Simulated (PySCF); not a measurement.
**Trend along group 15: MTl molecules**

CCSD(T) with double-zeta basis sets in PySCF, for the lowest determinant that a PBE0 search found; no spin–orbit coupling. De refers to high-spin ground-configuration atoms.

```json
{"M": "N", "basis": "def2-SVP", "reference, frozen orbitals": "ROHF, 5", "state (unpaired electrons)": "triplet (π ↑↑)", "Re (Å)": "2.357", "ωe (cm⁻¹)": "371", "De (eV)": "0.90"}
{"M": "P", "basis": "def2-SVP", "reference, frozen orbitals": "UHF, 9", "state (unpaired electrons)": "triplet (π ↑↑)", "Re (Å)": "2.761", "ωe (cm⁻¹)": "226", "De (eV)": "1.22"}
{"M": "As", "basis": "def2-SVP", "reference, frozen orbitals": "UHF, 13", "state (unpaired electrons)": "triplet (π ↑↑)", "Re (Å)": "2.858", "ωe (cm⁻¹)": "152", "De (eV)": "1.25"}
{"M": "Sb", "basis": "def2-SVP", "reference, frozen orbitals": "UHF, 8", "state (unpaired electrons)": "triplet (π ↑↑)", "Re (Å)": "3.055", "ωe (cm⁻¹)": "119", "De (eV)": "1.18"}
{"M": "Bi", "basis": "def2-SVP", "reference, frozen orbitals": "ROHF, 8", "state (unpaired electrons)": "triplet (π ↑↑)", "Re (Å)": "3.127", "ωe (cm⁻¹)": "99.0", "De (eV)": "1.12"}
```

(1) By what factor does the harmonic wavenumber vary along the series?

Down a group the atoms grow and get heavier, so bonds lengthen and wavenumbers fall; this series shows no clear exception.

Correlated steps freeze the inner cores (5 to 13 orbitals); shallow outer-core shells are correlated. UHF and ROHF references stand side by side, which adds small steps between rows. Correlated levels converge slowly with the basis: in double zeta they bind strong bonds too weakly, by up to about 1 eV, and carry superposition errors of some tenths. Spin–orbit coupling is left out, which matters for elements this heavy, above all for dissociation energies. States were picked by a PBE0 search and need not be the measured ground states.

Answers

(1) At CCSD(T) it runs from 99.0 cm⁻¹ (TlBi) to 371 cm⁻¹ (TlN), a factor of 3.75.
